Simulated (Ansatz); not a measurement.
`F[SiH2]O[SiH2][SiH3]` and `CBO[SiH2]F` differ in one atom or group.

Ansatz, PBE0-D4/def2-TZVP geometries, multiplicity 1. Each molecule was computed in one conformer, which needn't be the lowest.

```tsv
property	`F[SiH2]O[SiH2][SiH3]`
HOMO–LUMO gap (PBE0/def2-TZVPP) / eV	7.55
HOMO energy (ωB97M-V/def2-TZVPP) / eV	-10.20
LUMO energy (PBE0/def2-TZVPP) / eV	-0.58
HOMO–LUMO gap (PBE/def2-TZVPP) / eV	5.50
HOMO–LUMO gap (B3LYP/def2-TZVPP) / eV	7.20
LUMO energy (B3LYP/def2-TZVPP) / eV	-0.74
```

Give the same properties after the change, and the shifts. (Best estimate.)

Computed: 
```json
{"property": "HOMO–LUMO gap (PBE0/def2-TZVPP) / eV", "`CBO[SiH2]F`": "8.25", "shift": "0.70"}
{"property": "HOMO energy (ωB97M-V/def2-TZVPP) / eV", "`CBO[SiH2]F`": "-10.91", "shift": "-0.71"}
{"property": "LUMO energy (PBE0/def2-TZVPP) / eV", "`CBO[SiH2]F`": "-0.30", "shift": "0.28"}
{"property": "HOMO–LUMO gap (PBE/def2-TZVPP) / eV", "`CBO[SiH2]F`": "5.75", "shift": "0.25"}
{"property": "HOMO–LUMO gap (B3LYP/def2-TZVPP) / eV", "`CBO[SiH2]F`": "7.82", "shift": "0.62"}
{"property": "LUMO energy (B3LYP/def2-TZVPP) / eV", "`CBO[SiH2]F`": "-0.54", "shift": "0.20"}
```

With PBE0 the HOMO falls by 0.42 eV and the LUMO rises by 0.28 eV, so the gap widens by about 0.70 eV. PBE moves the HOMO by -0.14 eV and ωB97M-V by -0.71 eV.

B3LYP here is the variant with VWN-RPA as its local correlation; programs differ in this.
